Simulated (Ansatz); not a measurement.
Breaking the O4–H5 bond in GaH3O (SMILES [OH][GaH2]) (multiplicity 1 held, fragments rigid). Energies count from the point at 0.962 Å.
Geometry at that point (charge 0, multiplicity 1):
```xyz
5

Ga    -0.225    -0.284     0.026
H      0.060    -1.297     1.172
H     -1.359    -0.309    -1.053
O      0.938     1.087    -0.024
H      0.776     1.723    -0.728
```

Restricted levels (R-, RO-) in cc, def2 and unpolarised 6-31G sets keep to the state of the molecule at rest. Unrestricted levels (U-) break spin symmetry where that is lower. Active spaces are followed from a long bond inwards. Levels need not reach the same state.

Correlated levels freeze the cores. Filled d and f shells under p-block atoms count as core.

Codes used: Ansatz (a first-principles code) with Gaussian orbitals. 

Energies in kJ/mol.

```
R (Å)  R-HF/cc-pVDZ  R-MP2/cc-pVDZ  U-CCSD/cc-pVDZ  FIC-MRCISD+Q on CASSCF(4,3)/cc-pVDZ
-----  ------------  -------------  --------------  -----------------------------------
0.770           139            161             159                                  159
0.866            22             33              32                                   32
0.962             0              0               0                                    0
1.058            28             17              18                                   17
1.154            81             60              61                                   59
1.299           179            142             142                                  139
1.443           280            228             226                                  220
1.684           434            356             347                                  330
1.924           562            454             425                                  400
2.213           683            533             460                                  444
2.598           802            584             470                                  465
3.079           902            582             472                                  472
```

Doubts at one or more of the structures used: a restricted determinant that unrestricted orbitals would lower (R-HF/cc-pVDZ, R-MP2/cc-pVDZ); a spin-contaminated determinant (U-CCSD/cc-pVDZ); T1 above 0.05 (U-CCSD/cc-pVDZ); active orbitals that take no part (FIC-MRCISD+Q on CASSCF(4,3)/cc-pVDZ).
